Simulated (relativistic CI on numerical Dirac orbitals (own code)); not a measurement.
## Ga14+: q coefficients and field-shift factors

Calculated at this level of theory: Dirac-Coulomb-Breit CI, orbitals from a KLI potential per configuration, derivatives by finite differences, unscaled Slater integrals, QED left out (own radial code, finite nucleus).

CI space (outside the closed core [Ne]): 3s²3p⁵, 3s3p⁶, 3s²3p⁴3d, 3s3p⁵3d, 3p⁶3d, 3s3p⁴3d², 3p⁵3d², 3p⁴3d³. Double excitations out of closed p, d and f shells are left out; levels of such configurations are missing from the list, as are those of other unlisted configurations, and high levels can miss mixing partners.

With x = (α/α₀)² − 1 an excitation energy changes as ω = ω₀ + qx; K = 2q/ω₀ is the relative enhancement. Terms are leading LS components, so labels can repeat. The field-shift factor is F = δν/δ⟨r²⟩ for the transition from the lowest level.

Lowest level 3s²3p⁵ ²P°3/2.

```csv
Level,ω₀ (cm⁻¹),q (cm⁻¹),K,F (GHz/fm²)
3s²3p⁵ ²P°1/2,40640,41820,2.06,-0.209
3s3p⁶ ²S1/2,391609,48470,0.248,-28.8
3s²3p⁴3d ⁴D5/2,524638,17270,0.0659,0.373
3s²3p⁴3d ⁴D7/2,526836,21840,0.0829,0.394
3s²3p⁴3d ⁴D3/2,527002,18080,0.0686,0.35
3s²3p⁴3d ⁴D1/2,531938,23880,0.0898,0.328
3s²3p⁴3d ⁴F9/2,564930,13290,0.0471,0.499
3s²3p⁴3d ²P1/2,569421,28390,0.0997,0.252
3s²3p⁴3d ⁴F7/2,574607,15860,0.0552,0.426
3s²3p⁴3d ²P3/2,583829,22810,0.0782,0.262
3s²3p⁴3d ⁴P1/2,586681,21370,0.0729,0.0177
3s²3p⁴3d ²D3/2,587273,35150,0.12,0.218
3s²3p⁴3d ⁴F5/2,588150,38440,0.131,0.308
3s²3p⁴3d ⁴F3/2,593913,37740,0.127,0.292
3s²3p⁴3d ²F7/2,602465,34670,0.115,0.355
3s²3p⁴3d ⁴P5/2,604768,33700,0.111,0.226
3s²3p⁴3d ⁴P3/2,605328,48210,0.159,0.184
3s²3p⁴3d ²D5/2,613460,49430,0.161,0.181
3s²3p⁴3d ²G7/2,624504,42890,0.137,0.315
3s²3p⁴3d ²G9/2,627644,48180,0.154,0.376
3s²3p⁴3d ²F5/2,629017,47390,0.151,0.232
3s²3p⁴3d ²F5/2,660530,35230,0.107,0.268
3s²3p⁴3d ²F7/2,671526,46300,0.138,0.239
```

At this charge energies of transitions that change n are usually good to better than 1 %, and those within a shell (Δn = 0) to a few per cent.
